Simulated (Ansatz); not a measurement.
This geometry of ClF3H2NTa + H2 (10 atoms, charge 0, multiplicity 1) is a first-order saddle point.

Theory: Ansatz 0.2.0, RKS BHLYP-D4/def2-SVP.

```xyz
10
Properties=species:S:1:pos:R:3
Ta 0.093 0.194 -0.110
N 2.190 0.014 -0.179
H 2.758 -0.059 0.653
H 2.688 -0.233 -1.022
F 0.510 0.389 1.708
F 0.356 0.003 -1.957
Cl -1.804 1.525 -0.172
F -0.772 -1.450 0.100
H 0.971 1.936 -0.332
H 1.769 1.281 -0.295
```

Which two structures does it join? (They come from a converged band through this point; their orientation in space is the band's.)

Bonds broken: H9–H10. Bonds formed: Ta1–H9, N2–H10. ClF3H2NTa + H2 becomes ClF3H4NTa.

Image 0:

```xyz
10
Properties=species:S:1:pos:R:3
Ta -0.013 -0.359 0.131
N 1.923 -0.217 0.056
H 2.513 -0.188 0.875
H 2.444 -0.206 -0.809
F 0.205 -0.391 1.999
F 0.061 -0.434 -1.747
Cl -1.211 1.615 0.158
F -0.835 -2.035 0.181
H 1.543 3.100 -1.363
H 2.129 2.717 -1.086
```

Image 8:

```xyz
10
Properties=species:S:1:pos:R:3
Ta -0.087 0.448 -0.100
N 2.214 0.161 -0.216
H 2.445 -0.769 0.118
H 2.552 0.252 -1.167
F 0.313 1.117 1.614
F -0.017 -0.132 -1.890
Cl -2.293 1.101 -0.125
F 0.242 -1.330 0.502
H 0.682 1.915 -0.696
H 2.708 0.838 0.354
```

How far does it lie above each of them?

26.9 kcal/mol above the first and 34.1 kcal/mol above the second. This is the barrier of this one path; another mechanism may lie lower. The orbitals stay closed-shell, which can raise the energy where a bond breaks towards radicals; this wasn't checked here.

Run time: 5.6 min on 4 threads of AMD EPYC 7R43 64-Core Processor (Zen 3) (shared host), peak memory 0.37 GiB.
